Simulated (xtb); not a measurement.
C5H15OSi2 (SMILES C[Si](C)O[Si](C)(C)C), doublet, at a GFN2-xTB geometry. Base run: GFN0-xTB run with xtb.

The xtb input:
```
$ xtb mol.xyz --gfn 0 --uhf 1 --json

# file mol.xyz
23

C      2.23591472     1.87430437     0.24724250
Si     1.86051365     0.10193727    -0.35061641
C      2.37046986    -1.20345024     0.94391061
O      0.25111153    -0.01641741    -0.60627064
Si    -1.31223883    -0.15232204    -0.15867484
C     -2.33626438     0.58233246    -1.58117978
C     -1.69231924    -1.99934393     0.09955328
C     -1.59480466     0.81681199     1.45819597
H      1.90405235     2.61598159    -0.47240063
H      3.29840457     2.02013633     0.41278727
H      1.71878788     2.06931712     1.18574679
H      3.43721050    -1.17562147     1.14072650
H      2.11605247    -2.20710082     0.61792915
H      1.85030226    -1.01961845     1.88334339
H     -2.14377675     0.06018739    -2.51300186
H     -2.09978148     1.62995801    -1.73930358
H     -3.39951162     0.51111296    -1.37598552
H     -1.11139739    -2.41349470     0.91836361
H     -2.74126322    -2.16090455     0.32637021
H     -1.45551062    -2.57359087    -0.79097342
H     -2.63409598     0.77917427     1.76930579
H     -0.99602882     0.41451355     2.27064515
H     -1.32616142     1.86274778     1.34035427
```

The base run was repeated with changes; each row names its change, and settings that it needs were set with it.

```json
[
 {"change": "base", "ΔE vs base (mEh)": "0.000"},
 {"change": "etemp = 10000", "ΔE vs base (mEh)": "-46.430"},
 {"change": "file = coord", "ΔE vs base (mEh)": "0.000"},
 {"change": "etemp = 3000", "ΔE vs base (mEh)": "-0.212"}
]
```
